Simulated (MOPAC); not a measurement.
MOPAC input (PM7):

```
PM7 PRECISE GNORM=0.05 LET XYZ GEO-OK AUX(PRECISION=9) THREADS=1
C3H9BS

C     1.81241200 1    0.64015100 1   -0.87457000 1
S     0.97968000 1   -0.21736000 1    0.50172100 1
B    -0.77302700 1   -0.13605900 1    0.13609700 1
C    -1.72811200 1   -0.81249900 1    1.18349300 1
C    -1.32365700 1    0.57030600 1   -1.15635200 1
H     1.49405900 1    1.67890800 1   -0.93173000 1
H     2.88175100 1    0.60539400 1   -0.67717700 1
H     1.60810400 1    0.14231700 1   -1.82011400 1
H    -2.44380100 1   -0.07319100 1    1.56019900 1
H    -1.22993500 1   -1.27014400 1    2.03901100 1
H    -2.33187500 1   -1.58124100 1    0.68831700 1
H    -1.02585500 1    1.62317000 1   -1.19241500 1
H    -2.41208200 1    0.52950800 1   -1.22551000 1
H    -0.91396300 1    0.11558000 1   -2.06403200 1
```

From the output:

```
                                                       MOPAC v23.2.5 Linux

          FINAL HEAT OF FORMATION =        -32.41744 KCAL/MOL =    -135.63459 KJ/MOL

          COSMO AREA              =        138.93 SQUARE ANGSTROMS
          COSMO VOLUME            =        130.50 CUBIC ANGSTROMS

          GRADIENT NORM           =          0.03672          =       0.00981 PER ATOM
          IONIZATION POTENTIAL    =          8.966175 EV
          HOMO LUMO ENERGIES (EV) =         -8.966 -0.775
          NO. OF FILLED LEVELS    =         15
          MOLECULAR WEIGHT        =         87.9741         POINT GROUP:  Cs

          MOLECULAR DIMENSIONS (Angstroms)

            Atom       Atom       Distance
            H    11    H     7     5.86835
            H    10    H    14     4.00680
            H     8    H    12     2.37446

          SCF CALCULATIONS        =         33

   ATOM   CHEMICAL          X               Y               Z
  NUMBER   SYMBOL      (ANGSTROMS)     (ANGSTROMS)     (ANGSTROMS)

     1       C          1.86782902  *   0.63689652  *  -0.86181846  *
     2       S          0.99493019  *  -0.20959886  *   0.49024906  *
     3       B         -0.74965742  *  -0.13451454  *   0.13643872  *
     4       C         -1.75308265  *  -0.81013041  *   1.17619569  *
     5       C         -1.38058598  *   0.56321387  *  -1.15141650  *
     6       H          1.58142016  *   1.69056259  *  -0.94568376  *
     7       H          2.94505582  *   0.59671071  *  -0.65403808  *
     8       H          1.69513902  *   0.15829463  *  -1.83157111  *
     9       H         -2.45502352  *  -0.05408623  *   1.54893124  *
    10       H         -1.26990230  *  -1.27377246  *   2.04014217  *
    11       H         -2.34161694  *  -1.58217212  *   0.66545692  *
    12       H         -1.12063993  *   1.62677286  *  -1.18608456  *
    13       H         -2.47198364  *   0.48884901  *  -1.16286773  *
    14       H         -1.00716949  *   0.09785251  *  -2.07002054  *

                             CARTESIAN COORDINATES

   1    C        1.867829015     0.636896519    -0.861818462
   2    S        0.994930185    -0.209598860     0.490249063
   3    B       -0.749657419    -0.134514535     0.136438724
   4    C       -1.753082655    -0.810130410     1.176195689
   5    C       -1.380585984     0.563213873    -1.151416505
   6    H        1.581420160     1.690562589    -0.945683762
   7    H        2.945055818     0.596710714    -0.654038084
   8    H        1.695139025     0.158294629    -1.831571109
   9    H       -2.455023521    -0.054086233     1.548931236
  10    H       -1.269902303    -1.273772463     2.040142166
  11    H       -2.341616936    -1.582172118     0.665456923
  12    H       -1.120639928     1.626772856    -1.186084559
  13    H       -2.471983642     0.488849013    -1.162867732
  14    H       -1.007169492     0.097852514    -2.070020538

           Empirical Formula: C3 H9 S B  =    14 atoms

      MOLECULAR POINT GROUP   :   Cs

                  EIGENVALUES
 -27.51869 -24.84605 -23.73716 -21.87035 -14.98056 -14.67057 -14.16638 -14.01795
 -13.73016 -13.26824 -13.22734 -12.03896 -11.13209  -9.89717  -8.96617  -0.77512
   0.13246   0.29146   0.97128   1.04742   1.18715   1.65701   2.34915   2.62916
   5.21717   5.25117   5.29808   5.81734   5.91068   5.92887   6.02665   6.33192
   7.11797   7.19543

              NET ATOMIC CHARGES AND DIPOLE CONTRIBUTIONS

  ATOM NO.   TYPE          CHARGE      No. of ELECS.   s-Pop       p-Pop       d-Pop
    1          C          -0.505038        4.5050     1.07301     3.43202
    2          S           0.004723        5.9953     1.87981     4.00598     0.10948
    3          B           0.127507        2.8725     0.69492     2.17757
    4          C          -0.521644        4.5216     1.05450     3.46714
    5          C          -0.537975        4.5380     1.05545     3.48252
    6          H           0.164399        0.8356     0.83560
    7          H           0.171564        0.8284     0.82844
    8          H           0.164401        0.8356     0.83560
    9          H           0.159589        0.8404     0.84041
   10          H           0.150430        0.8496     0.84957
   11          H           0.159590        0.8404     0.84041
   12          H           0.154592        0.8454     0.84541
   13          H           0.153273        0.8467     0.84673
   14          H           0.154588        0.8454     0.84541
 DIPOLE           X         Y         Z       TOTAL
 POINT-CHG.     0.012     0.360    -0.621     0.718
 HYBRID        -0.147     0.437    -0.775     0.902
 SUM           -0.134     0.797    -1.396     1.613

          ATOMIC ORBITAL ELECTRON POPULATIONS

     Atom    s        px        py        pz      x^2-y^2     xz        z^2       yz        xy
    1  C   1.07301   1.15748   1.16199   1.11255
    2  S   1.87981   1.14526   1.57943   1.28130   0.02888   0.02994   0.01503   0.01944   0.01619
    3  B   0.69492   0.87663   0.49261   0.80833
    4  C   1.05450   1.16312   1.15603   1.14799
    5  C   1.05545   1.17795   1.15623   1.14834
    6  H   0.83560
    7  H   0.82844
    8  H   0.83560
    9  H   0.84041
   10  H   0.84957
   11  H   0.84041
   12  H   0.84541
   13  H   0.84673
   14  H   0.84541

 **********************
 *                    *
 * JOB ENDED NORMALLY *
 *                    *
 **********************

 == MOPAC DONE ==
```

The geometry given is a B3LYP-D3(BJ)/def2-TZVP minimum.
